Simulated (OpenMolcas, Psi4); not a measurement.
## C2HBF2 (SMILES C#CB(F)F): methods side by side

C2HBF2 has 6 atoms, charge 0, and is taken as a singlet. As SMILES, `C#CB(F)F`. The shape is that of a PBE0-D4/def2-TZVP optimisation.

```xyz
6

C    -0.8837    0.4508    1.2534
C    -0.2186    0.1062    0.3117
B     0.6220   -0.3292   -0.8784
F     0.1536   -1.1795   -1.7666
F     1.8417    0.1317   -1.0541
H    -1.4730    0.7560    2.0879
```

Each level gives the energy change with the C2–B3 bond stretched from 1.521 to 2.281 Å (eV). The values are calculated.

```csv
level,kind,program,value (eV),less CCSD(T)/def2-SVPD,CPU time (all runs)
HF/def2-SVPD (restricted),Hartree–Fock,OpenMolcas,3.36,+0.38,29 s
SVWN5/def2-SVPD (restricted),LDA,OpenMolcas,3.14,+0.16,57 s
BLYP/def2-SVPD (restricted),GGA,Psi4,2.85,-0.13,24 s
TPSS/def2-SVPD (restricted),meta-GGA,Psi4,2.96,-0.02,62 s
B3LYP/def2-SVPD (restricted),global hybrid,OpenMolcas,3.07,+0.09,79 s
M06-2X/def2-SVPD (restricted),hybrid meta-GGA,OpenMolcas,3.11,+0.13,93 s
B2PLYP/def2-SVPD (restricted),double hybrid,OpenMolcas,3.10,+0.12,74 s
MP2/def2-SVPD (restricted),perturbation theory,OpenMolcas,3.11,+0.13,28 s
CCSD(T)/def2-SVPD (Cholesky decomposition) (restricted),coupled cluster or CI,OpenMolcas,2.98,0.00,27 min
```

Differences are taken from CCSD(T)/def2-SVPD (Cholesky decomposition) (restricted) for orientation; it has basis-set and higher-order errors of its own. The first shape isn't each level's own minimum. The values span 2.85 to 3.36 eV. Times are those of the runs behind each value, whatever else they computed, on shared processors of several kinds: orders of magnitude only.
